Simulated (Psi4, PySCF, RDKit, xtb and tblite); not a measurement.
Relaxed torsion scan: SMILES C[Si](C)(C)CS (C₄H₁₂SSi). Scanned: dihedral Si2–C5–S6–H18; all other coordinates were relaxed at GFN2-xTB. Points at φ and −φ are mirror images. Heavy atoms are numbered in the order of the SMILES C[Si](C)(C)CS, hydrogens after them in the order of the atoms that carry them; the mirror image has the same energies with the sign of each dihedral reversed.

Computed with: GFN2-xTB (xtb and tblite); MMFF94 // GFN2-xTB (RDKit); RKS-B3LYP/LANL2DZ = restricted B3LYP/LANL2DZ, with its core potentials past Ne // GFN2-xTB (PySCF); PBE-D3(BJ)/def2-SVP // GFN2-xTB (Psi4).

Energies relative to the lowest point of each profile, in kJ/mol; the last columns give the difference from PBE-D3(BJ):

| φ / ° | GFN2-xTB | MMFF94 | RKS-B3LYP/LANL2DZ | PBE-D3(BJ)/def2-SVP | GFN2-xTB − PBE-D3(BJ)/def2-SVP | MMFF94 − PBE-D3(BJ)/def2-SVP | RKS-B3LYP/LANL2DZ − PBE-D3(BJ)/def2-SVP |
|---|---|---|---|---|---|---|---|
| -150 | 5.7 | 3.1 | 1.6 | 4.6 | 1.1 | -1.4 | -2.9 |
| -120 | 7.0 | 6.5 | 4.2 | 6.8 | 0.2 | -0.4 | -2.7 |
| -90 | 3.2 | 4.0 | 2.6 | 3.2 | 0.0 | 0.8 | -0.6 |
| -60 | 0.0 | 2.7 | 0.9 | 0.0 | 0.0 | 2.7 | 0.9 |
| -30 | 2.2 | 8.6 | 3.1 | 2.3 | -0.1 | 6.3 | 0.9 |
| 0 | 4.3 | 11.9 | 4.9 | 4.4 | -0.1 | 7.5 | 0.6 |
| 30 | 2.2 | 8.6 | 3.1 | 2.3 | -0.1 | 6.3 | 0.9 |
| 60 | 0.0 | 2.7 | 0.9 | 0.0 | 0.0 | 2.7 | 0.9 |
| 90 | 3.2 | 4.0 | 2.6 | 3.2 | 0.0 | 0.8 | -0.6 |
| 120 | 7.0 | 6.5 | 4.2 | 6.8 | 0.2 | -0.4 | -2.7 |
| 150 | 5.7 | 3.1 | 1.6 | 4.6 | 1.1 | -1.4 | -2.9 |
| 180 | 3.9 | 0.0 | 0.0 | 2.7 | 1.2 | -2.7 | -2.7 |

GFN2-xTB is furthest from PBE-D3(BJ)/def2-SVP at 180 (1.2 kJ/mol, above); its mean absolute difference over the points is 0.3 kJ/mol.

MMFF94 is furthest from PBE-D3(BJ)/def2-SVP at 0 (7.5 kJ/mol, above); its mean absolute difference over the points is 2.8 kJ/mol.

RKS-B3LYP/LANL2DZ is furthest from PBE-D3(BJ)/def2-SVP at -150 (-2.9 kJ/mol, below); its mean absolute difference over the points is 1.6 kJ/mol.

MMFF94 has few fitted parameters for silicon.
